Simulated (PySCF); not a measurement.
Löwdin shares of the frontier orbitals

Compound: C4H9F3OSi.
Cartesian coordinates in Å at the PBE0-D3(BJ)/def2-SVP level; atoms count from 1:
```
atom  x, y, z in Å
C1    -1.9350    0.6930   -1.1746
C2    -1.1196    0.1454   -0.0175
C3    -1.7656   -1.0520    0.6473
O4     0.1625   -0.2609   -0.4743
Si5    1.4777    0.6859   -0.7781
C6     3.0059   -0.4312   -0.4254
F7     4.1410    0.2648   -0.6157
F8     3.0215   -0.8763    0.8383
F9     3.0581   -1.5031   -1.2266
H10   -1.4541    1.5795   -1.6182
H11   -2.9411    0.9889   -0.8417
H12   -2.0366   -0.0712   -1.9604
H13   -0.9906    0.9455    0.7388
H14   -2.7489   -0.7874    1.0629
H15   -1.8973   -1.8643   -0.0837
H16   -1.1279   -1.4245    1.4615
H17    1.5848    1.1281   -2.1964
H18    1.5372    1.8538    0.1488
```

The calculation used TDDFT wB97X-D/def2-SVPD, vertical, gas phase, core orbitals frozen in the response in PySCF.

Kohn–Sham orbitals with the atoms that hold most of them (Löwdin shares over 4%, at most four atoms; ? is withheld):

```
orbital  ε (eV)                              atoms
 LUMO+2    2.39   Si5 33%, H18 12%, H17 11%, O4 9%
 LUMO+1    2.22   Si5 38%, H17 12%, H18 10%, F7 9%
   LUMO       ?                                  ?
   HOMO  -10.39                                  ?
 HOMO-1  -10.96      O4 38%, C2 15%, C3 9%, Si5 9%
 HOMO-2  -11.61    Si5 17%, C6 16%, F9 12%, F7 10%
 HOMO-3  -12.02  Si5 19%, C3 12%, H17 12%, H18 11%
```

Q: Which atoms hold the HOMO, and with what shares?

A: O4 (bonded to C and Si) 45%; Si5 (bonded to C, O and 2 H) 10%; C2 (bonded to 2 C, O and H) 10%; C1 (bonded to C and 3 H) 10%. By element: oxygen 45%, carbon 20% or more, silicon 10%.

Q: Give the leading atoms of the LUMO.

A: Si5 (bonded to C, O and 2 H) 29%; H18 (bonded to Si) 10%; C1 (bonded to C and 3 H) 8%; H17 (bonded to Si) 8%. By element: silicon 29%, hydrogen 18% or more, carbon 8% or more.

Q: What is the LUMO energy, and the HOMO–LUMO gap?

A: ε(LUMO) = 1.71 eV; the gap is 12.10 eV (0.4447 hartree).

Q: The HOMO–LUMO gap is 12.10 eV. Where does the response calculation put the lowest singlet, and from which orbitals?

A: S1 is at 7.42 eV (f = 0.0020), 4.68 eV below the gap, made of HOMO→LUMO (87%). 

Q: One configuration dominates each of S1, S2 and S4. Which, and how do the shares of the two leading atoms of either orbital change from the occupied to the empty one?

A: 
- S1 (7.42 eV, f 0.0020), HOMO→LUMO (87%): O4 45% → at most 9%, Si5 10% → 29%, H18 at most 10% → 10%
- S2 (8.07 eV, f 0.018), HOMO-1→LUMO (71%): O4 38% → at most 9%, C2 15% → at most 9%, Si5 9% → 29%, H18 at most 9% → 10%
- S4 (8.61 eV, f 0.032), HOMO→LUMO+1 (73%): O4 45% → at most 9%, Si5 10% → 38%, H17 at most 10% → 12%

Löwdin shares depend on the basis, the more so with diffuse functions.

Hardware: one thread, Arm Neoverse N1 (aarch64) (shared host). Cost: 9.2 min, 1.2 GiB resident at most.

One conformer stands for the species.
